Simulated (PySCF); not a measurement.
**How methods differ on the ionisation energy of Ge²⁺**

Ge²⁺ [Ar] 3d10 4s2 (1S) → Ge³⁺ [Ar] 3d10 4s1 (2S), as a difference of total energies. Computed with PySCF 2.14 in aug-cc-pwCVDZ-PP with ECP10MDF (6s5p4d1f, 48 functions), with a scalar-relativistic core potential. Correlated levels: valence and next inner shell: nothing frozen outside the core potential. The calculations carry no spin-orbit coupling.

```tsv
method	ionisation energy (eV)
UHF	32.206
MP2 (valence and next inner shell)	33.732
SCS-MP2 (valence and next inner shell)	33.728
CCSD (valence and next inner shell)	33.770
CCSD(T) (valence and next inner shell)	33.838
```

Task: How much does correlation contribute at CCSD(T) (valence and next inner shell)?

Result: 33.838 − (32.206) = 1.632 eV, measured against UHF.

Errors of the correlated levels include the incompleteness of this basis.

For comparison: 34.058 eV (measured; NIST Atomic Spectra Database, ionization energies).
